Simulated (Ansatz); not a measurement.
Relaxation of BClFH₄N (8 atoms, charge 0, multiplicity 1), to a largest force component of 0.03 eV/Å in at most 50 steps.

The calculation used RKS BLYP/def2-SVP (Ansatz).

```xyz
8
Properties=species:S:1:pos:R:3
B -0.016 0.474 -0.450
F -0.115 0.175 2.061
Cl 1.421 -0.552 -0.734
N -1.283 0.070 -0.873
H -1.474 -0.851 -1.275
H -2.116 0.648 -0.748
H 0.148 1.588 -0.032
H 0.222 0.975 1.721
```

**Question.** Where does it end, and by what steps?

**Answer.** The forces met the threshold. After 9 steps the energy has fallen by 0.079 eV; F2 moved furthest, 0.35 Å.

```csv
step,energy less start (eV),largest force component (eV/Å),accepted
0,0.0000,0.493,yes
1,-0.0471,0.912,yes
2,-0.0408,1.324,no
3,-0.0574,0.749,yes
4,-0.0584,0.927,yes
5,-0.0701,0.195,yes
6,-0.0767,0.273,yes
7,-0.0778,0.084,yes
8,-0.0792,0.059,yes
9,-0.0792,0.021,yes
```

```xyz
8
Properties=species:S:1:pos:R:3
B 0.019 0.430 -0.521
F -0.137 0.361 2.357
Cl 1.443 -0.557 -0.934
N -1.269 0.058 -0.900
H -1.481 -0.810 -1.396
H -2.093 0.609 -0.651
H 0.199 1.487 0.055
H 0.104 0.948 1.660
```

Run time: 31 s on 1 thread of Arm Neoverse V1 (shared host), peak memory 0.14 GiB.
